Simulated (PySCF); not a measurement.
# Radial density of In²⁺ (indium, charge +2)

UHF, [Kr] 4d10 5s1, 2S determinant. Computed with PySCF 2.14 in x2c-QZVPPall, with scalar relativity by spin-free X2C-1e.

| r (bohr) | 4πr²ρ (e/bohr) | 4πr²(ρα − ρβ) |
| --- | --- | --- |
| 0.0230 | 62.83 | 0.0054 |
| 0.0386 | 54.07 | -0.0010 |
| 0.0649 | 68.52 | 0.0130 |
| 0.109 | 76.55 | 0.0067 |
| 0.184 | 54.84 | -0.0083 |
| 0.309 | 62.68 | 0.0244 |
| 0.520 | 21.05 | 0.0444 |
| 0.874 | 21.79 | -0.0433 |
| 1.47 | 7.285 | 0.2879 |
| 2.47 | 0.9619 | 0.5062 |
| 4.16 | 0.06477 | 0.0610 |
| 7.00 | 0.0001926 | 0.0002 |

Densities and radii are taken from the X2C orbitals without a picture-change correction, which distorts them close to the nucleus.

(1) Where is the radial spin density 4πr²(ρα − ρβ) most negative, and why is it negative at all?

Results:

(1) Around r = 0.874 bohr, down to -0.0433 e/bohr: exchange with the open shell polarises the paired shells in an unrestricted calculation.
